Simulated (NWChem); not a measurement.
The numbers come from NWChem runs, not from measurements. System: tin monoxide (OSn), charge 0, spin multiplicity 1, at a geometry optimised with PBE0/def2-SVP with def2 effective core potentials on Sn. Level: TD-B3LYP/def2-SVPD with def2 effective core potentials on Sn, VWN1-RPA local correlation.

The NWChem input:

```
start mol
memory heap 200 mb stack 900 mb global 1100 mb
geometry units angstroms nocenter noautoz
  Sn     0.000000     0.000000     0.253566
  O      0.000000     0.000000    -1.584789
  symmetry group C2v
end
basis spherical
  * library def2-svpd
end
ecp
  Sn library def2-ecp
end
dft
  xc b3lyp
  semidirect memsize 60000000 filesize 0
  iterations 100
end
tddft
  rpa
  nroots 5
  notriplet
  thresh 1e-4
end
task tddft energy
```

Part of the output:

```
             Northwest Computational Chemistry Package (NWChem) 7.3.0
             --------------------------------------------------------

                                NWChem Input Module
                                -------------------

 Scaling coordinates for geometry "geometry" by  1.889725989
 (inverse scale =  0.529177249)

 Turning off AUTOSYM since
 SYMMETRY directive was detected!

                             Geometry "geometry" -> ""
                             -------------------------

 Output coordinates in angstroms (scale by  1.889725989 to convert to a.u.)

  No.       Tag          Charge          X              Y              Z
 ---- ---------------- ---------- -------------- -------------- --------------
    1 Sn                  50.0000     0.00000000     0.00000000     0.25356600
    2 O                    8.0000     0.00000000     0.00000000    -1.58478900

 Effective nuclear repulsion energy (a.u.)     115.1414713697

            Nuclear Dipole moment (a.u.)
            ----------------------------
        X                 Y               Z
 ---------------- ---------------- ----------------
     0.0000000000     0.0000000000    -0.0000226767

      Symmetry information
      --------------------

 Group name             C2v
 Group number             16
 Group order               4
 No. of unique centers     2

      Symmetry unique atoms

     1    2


 Summary of "ao basis" -> "" (spherical)
 ------------------------------------------------------------------------------
       Tag                 Description            Shells   Functions and Types
 ---------------- ------------------------------  ------  ---------------------
 *                         def2-svpd                  on all atoms

                                 NWChem DFT Module
                                 -----------------

 Summary of "ao basis" -> "ao basis" (spherical)
 ------------------------------------------------------------------------------
       Tag                 Description            Shells   Functions and Types
 ---------------- ------------------------------  ------  ---------------------
 Sn                        def2-svpd                12       32   5s4p3d
 O                         def2-svpd                 9       23   4s3p2d

 Summary of "ao basis" -> "ao basis" (spherical)
 ------------------------------------------------------------------------------
       Tag                 Description            Shells   Functions and Types
 ---------------- ------------------------------  ------  ---------------------
 Sn                        def2-svpd                12       32   5s4p3d
 O                         def2-svpd                 9       23   4s3p2d

      Symmetry analysis of basis
      --------------------------

        a1         26
        a2          5
        b1         12
        b2         12

            General Information
            -------------------
          SCF calculation type: DFT
          Wavefunction type:  closed shell.
          No. of atoms     :     2
          No. of electrons :    30
           Alpha electrons :    15
            Beta electrons :    15
          Charge           :     0
          Spin multiplicity:     1
          Use of symmetry is: off; symmetry adaption is: on
          Maximum number of iterations: 100
          AO basis - number of functions:    55
                     number of shells:    21
          Convergence on energy requested:  1.00D-06
          Convergence on density requested:  1.00D-05
          Convergence on gradient requested:  5.00D-04

              XC Information
              --------------
                         B3LYP Method XC Potential
                     Hartree-Fock (Exact) Exchange  0.200
                        Slater Exchange Functional  0.800 local
                    Becke 1988 Exchange Functional  0.720 non-local
              Lee-Yang-Parr Correlation Functional  0.810
                  VWN I RPA Correlation Functional  0.190 local

             Grid Information
             ----------------
          Grid used for XC integration:  medium
          Radial quadrature: Mura-Knowles
          Angular quadrature: Lebedev.
          Tag              B.-S. Rad. Rad. Pts. Rad. Cut. Ang. Pts.
          ---              ---------- --------- --------- ---------
          Sn                  1.45      123          10.0       590
          O                   0.60       49          10.0       434
          Grid pruning is: on
          Number of quadrature shells:   172
          Spatial weights used:  Erf1

          Convergence Information
          -----------------------
          Convergence aids based upon iterative change in
          total energy or number of iterations.
          Levelshifting, if invoked, occurs when the
          HOMO/LUMO gap drops below (HL_TOL):  1.00D-02
          DIIS, if invoked, will attempt to extrapolate
          using up to (NFOCK): 10 stored Fock matrices.

                    Damping( 0%)  Levelshifting(0.5)       DIIS
                  --------------- ------------------- ---------------
          dE  on:    start            ASAP                start
          dE off:    2 iters        100 iters           100 iters

      Screening Tolerance Information
      -------------------------------
          Density screening/tol_rho:  1.00D-10
          AO Gaussian exp screening on grid/accAOfunc:  14
          CD Gaussian exp screening on grid/accCDfunc:  20
          XC Gaussian exp screening on grid/accXCfunc:  20
          Schwarz screening/accCoul:  1.00D-08
[...]
    39      0.203666  2 O  pz                20     -0.163680  1 Sn d  0

 center of mass
 --------------
 x =   0.00000000 y =   0.00000000 z =   0.06417789

 moments of inertia (a.u.)
 ------------------
         169.976453285028           0.000000000000           0.000000000000
           0.000000000000         169.976453285028           0.000000000000
           0.000000000000           0.000000000000           0.000000000000

     Multipole analysis of the density
     ---------------------------------

     L   x y z        total         alpha         beta         nuclear
     -   - - -        -----         -----         ----         -------
     0   0 0 0     -0.000000    -15.000000    -15.000000     30.000000

     1   1 0 0     -0.000000     -0.000000     -0.000000      0.000000
     1   0 1 0     -0.000000     -0.000000     -0.000000      0.000000
     1   0 0 1      1.792075      7.604433      7.604433    -13.416790

     2   2 0 0    -20.291519    -10.145759    -10.145759      0.000000
     2   1 1 0     -0.000000     -0.000000     -0.000000      0.000000
     2   1 0 1      0.000000      0.000000      0.000000      0.000000
     2   0 2 0    -20.291519    -10.145759    -10.145759      0.000000
     2   0 1 1      0.000000      0.000000      0.000000      0.000000
     2   0 0 2    -27.764851    -52.283785    -52.283785     76.802720

                                NWChem TDDFT Module
                                -------------------

            General Information
            -------------------
           No. of orbitals :     110
            Alpha orbitals :      55
             Beta orbitals :      55
        Alpha frozen cores :       0
         Beta frozen cores :       0
     Alpha frozen virtuals :       0
      Beta frozen virtuals :       0
         Spin multiplicity :       1
    Number of AO functions :      55
        Use of symmetry is : off
      Symmetry adaption is : on
         Schwarz screening :  0.10D-07

              XC Information
              --------------
                  B3LYP Method XC Potential
              Hartree-Fock (Exact) Exchange   0.20
                 Slater Exchange Functional   0.80 local
             Becke 1988 Exchange Functional   0.72 non-local
       Lee-Yang-Parr Correlation Functional   0.81
           VWN I RPA Correlation Functional   0.19 local

             TDDFT Information
             -----------------
          Calculation type : TDDFT
         Wavefunction type : Restricted singlets
          No. of electrons :      30
           Alpha electrons :      15
            Beta electrons :      15
              No. of roots :       5
          Max subspacesize :    5000
            Max iterations :     100
               Target root :       1
           Target symmetry : none
      Symmetry restriction : off
                 Algorithm : Optimal
        Davidson threshold :  0.10D-03

            Memory Information
            ------------------
          Available GA space size is         144176175 doubles
          Available MA space size is          50650932 doubles
          Length of a trial vector is          600
          Algorithm : Incore multiple tensor contraction
          Estimated peak GA usage is          12139100 doubles
          Estimated peak MA usage is             18000 doubles

    5 smallest eigenvalue differences (eV)
--------------------------------------------------------
  No. Spin  Occ  Vir  Irrep   E(Occ)    E(Vir)   E(Diff)
--------------------------------------------------------
    1    1   15   16 b2       -0.280    -0.097     4.989
    2    1   15   17 b1       -0.280    -0.097     4.989
    3    1   14   16 a2       -0.284    -0.097     5.099
    4    1   14   17 a1       -0.284    -0.097     5.099
    5    1   13   16 a1       -0.284    -0.097     5.099
--------------------------------------------------------

  Entering Davidson iterations
  Restricted singlet excited states

  Iter   NTrls   NConv    DeltaV     DeltaE      Time
  ----  ------  ------  ---------  ---------  ---------
    1      5       0     0.52E+00   0.10+100        1.7
    2     15       0     0.91E-01   0.16E+00        2.7
    3     25       0     0.56E-02   0.41E-02        2.2
    4     35       1     0.11E-02   0.12E-04        2.2
    5     43       3     0.23E-03   0.62E-06        2.1
    6     47       5     0.79E-04   0.30E-07        1.8
  ----  ------  ------  ---------  ---------  ---------
  Convergence criterion met

  Ground state a1       -289.530485381362 a.u.

  ----------------------------------------------------------------------------
  Root   1 singlet a2             0.130840688 a.u.                3.5604 eV
  ----------------------------------------------------------------------------
     Transition Moments    X -0.00000   Y  0.00000   Z -0.00000
     Transition Moments   XX  0.00000  XY  0.00002  XZ  0.00000
     Transition Moments   YY  0.00000  YZ -0.00000  ZZ  0.00000
     Dipole Oscillator Strength                    0.0000000000
     Electric Quadrupole                           0.0000000000
     Magnetic Dipole                               0.0000000000
     Total Oscillator Strength                     0.0000000000

          sigma_e =   1.8602 Angstrom
          sigma_h =   1.1757 Angstrom
         |d_h->e| =   1.4464 Angstrom
            d_exc =   2.6333 Angstrom
            d_CD1 =   2.1310 Angstrom
            d_CD2 =  -0.0715 Angstrom
            d_CD3 =   4.0798 Angstrom
     Pearson C.C. =   0.0001

     Occ.   13  b2  ---  Virt.   17  b1  -0.70648 X
     Occ.   14  b1  ---  Virt.   16  b2   0.70648 X
  ----------------------------------------------------------------------------
  Root   2 singlet a1             0.141796219 a.u.                3.8585 eV
  ----------------------------------------------------------------------------
     Transition Moments    X -0.00000   Y  0.00000   Z -0.00000
     Transition Moments   XX -1.23721  XY -0.00000  XZ -0.00000
     Transition Moments   YY  1.23721  YZ  0.00000  ZZ  0.00000
     Dipole Oscillator Strength                    0.0000000000
     Electric Quadrupole                           0.0000000232
     Magnetic Dipole                               0.0000000000
     Total Oscillator Strength                     0.0000000232

          sigma_e =   1.8715 Angstrom
          sigma_h =   1.1761 Angstrom
         |d_h->e| =   1.4556 Angstrom
            d_exc =   2.6480 Angstrom
            d_CD1 =   2.1510 Angstrom
            d_CD2 =  -0.0682 Angstrom
            d_CD3 =   4.1036 Angstrom
     Pearson C.C. =  -0.0017

     Occ.   13  b2  ---  Virt.   16  b2  -0.70643 X
     Occ.   14  b1  ---  Virt.   17  b1   0.70643 X
  ----------------------------------------------------------------------------
  Root   3 singlet a2             0.141796228 a.u.                3.8585 eV
  ----------------------------------------------------------------------------
     Transition Moments    X  0.00000   Y  0.00000   Z -0.00000
     Transition Moments   XX -0.00000  XY  1.23734  XZ  0.00000
     Transition Moments   YY  0.00000  YZ  0.00000  ZZ  0.00000
     Dipole Oscillator Strength                    0.0000000000
     Electric Quadrupole                           0.0000000232
     Magnetic Dipole                               0.0000000000
     Total Oscillator Strength                     0.0000000232

          sigma_e =   1.8715 Angstrom
          sigma_h =   1.1761 Angstrom
         |d_h->e| =   1.4556 Angstrom
            d_exc =   2.6480 Angstrom
            d_CD1 =   2.1510 Angstrom
            d_CD2 =  -0.0682 Angstrom
            d_CD3 =   4.1036 Angstrom
     Pearson C.C. =  -0.0017

     Occ.   13  b2  ---  Virt.   17  b1  -0.70643 X
     Occ.   14  b1  ---  Virt.   16  b2  -0.70643 X
  ----------------------------------------------------------------------------
  Root   4 singlet b2             0.142484585 a.u.                3.8772 eV
  ----------------------------------------------------------------------------
     Transition Moments    X  0.00759   Y  0.54706   Z  0.00000
     Transition Moments   XX  0.00000  XY -0.00000  XZ  0.02681
     Transition Moments   YY -0.00000  YZ  1.93160  ZZ  0.00000
     Dipole Oscillator Strength                    0.0284339076
     Electric Quadrupole                           0.0000000575
     Magnetic Dipole                               0.0000024551
     Total Oscillator Strength                     0.0284364202

          sigma_e =   1.8788 Angstrom
          sigma_h =   1.5858 Angstrom
         |d_h->e| =   1.0192 Angstrom
            d_exc =   2.6648 Angstrom
            d_CD1 =   1.3122 Angstrom
            d_CD2 =  -0.7131 Angstrom
            d_CD3 =   3.6839 Angstrom
     Pearson C.C. =  -0.0029

     Occ.   12  a1  ---  Virt.   16  b2   0.10899 X
     Occ.   15  a1  ---  Virt.   16  b2   0.99392 X
     Occ.   15  a1  ---  Virt.   16  b2  -0.05287 Y
  ----------------------------------------------------------------------------
  Root   5 singlet b1             0.142484585 a.u.                3.8772 eV
  ----------------------------------------------------------------------------
     Transition Moments    X -0.54706   Y  0.00759   Z -0.00000
     Transition Moments   XX  0.00000  XY  0.00000  XZ -1.93160
     Transition Moments   YY -0.00000  YZ  0.02681  ZZ  0.00000
     Dipole Oscillator Strength                    0.0284339080
     Electric Quadrupole                           0.0000000575
     Magnetic Dipole                               0.0000024551
     Total Oscillator Strength                     0.0284364206

          sigma_e =   1.8788 Angstrom
          sigma_h =   1.5858 Angstrom
         |d_h->e| =   1.0192 Angstrom
            d_exc =   2.6648 Angstrom
            d_CD1 =   1.3122 Angstrom
            d_CD2 =  -0.7131 Angstrom
            d_CD3 =   3.6839 Angstrom
     Pearson C.C. =  -0.0029

     Occ.   12  a1  ---  Virt.   17  b1  -0.10899 X
     Occ.   15  a1  ---  Virt.   17  b1  -0.99392 X
     Occ.   15  a1  ---  Virt.   17  b1   0.05287 Y

              Target root =      1
          Target symmetry = none
      Ground state energy =   -289.530485381362
        Excitation energy =      0.130840688384
     Excited state energy =   -289.399644692978

  stored tddft:energy   -289.39964469297826

 Task  times  cpu:       14.3s     wall:       14.3s

 Total times  cpu:       14.3s     wall:       14.3s
```
